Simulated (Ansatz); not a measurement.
`BCC#C` + `BO` → `BOB` + `C#CC` at 400 K and 1 bar (ligand exchange at a B–C bond).

Gas-phase electronic energies from Ansatz, PBE0-D4/def2-TZVP geometries. CCSD(T)/CBS is the MP2 limit (def2-TZVPP, def2-QZVPP) plus CCSD(T) − MP2 in def2-TZVPP, frozen cores. This one scheme is used for every species.

```tsv
species	CCSD(T)/CBS energy (Eh)	H − E (kJ/mol)	S (J/(mol·K))
`BCC#C`	-141.86772	199.0	327.6
`BO`	-101.80414	108.2	244.0
`BOB`	-127.21702	143.3	283.5
`C#CC`	-116.49627	165.8	265.8
```

H − E and S are ideal-gas, rigid-rotor, harmonic terms from PBE0-D4/def2-TZVP. 1 Eh = 2625.50 kJ/mol, R = 8.31446 J/(mol·K).

Task: By hand: ΔE, ΔH, ΔS and ΔG.

Result: ΔE = (-127.21702) + (-116.49627) − (-141.86772) − (-101.80414) = -0.04143 Eh = -108.8 kJ/mol. Δ(H − E) = 143.3 + 165.8 − 199.0 − 108.2 = 1.9, so ΔH = -106.9 kJ/mol. ΔS = 283.5 + 265.8 − 327.6 − 244.0 = -22.3 J/(mol·K). ΔG = -106.9 − 400 × (-22.3)/1000 = -98.0 kJ/mol.

Task: By hand: the equilibrium constant, and the temperature at which ΔG would vanish if ΔH and ΔS stayed fixed.

Result: log₁₀ K = −ΔG/(RT ln 10) = 12.8. ΔG = 0 at ΔH/ΔS = 4794 K, far beyond where these terms or the molecules hold.

ΔH outweighs TΔS. A doubt of 5 kJ/mol in ΔE shifts log₁₀ K by 0.7 here. These are equilibria of isolated gas molecules and say nothing of rates. Largest T1 diagnostic: 0.014 (customary marks: 0.02 for closed shells, 0.045 for open ones).
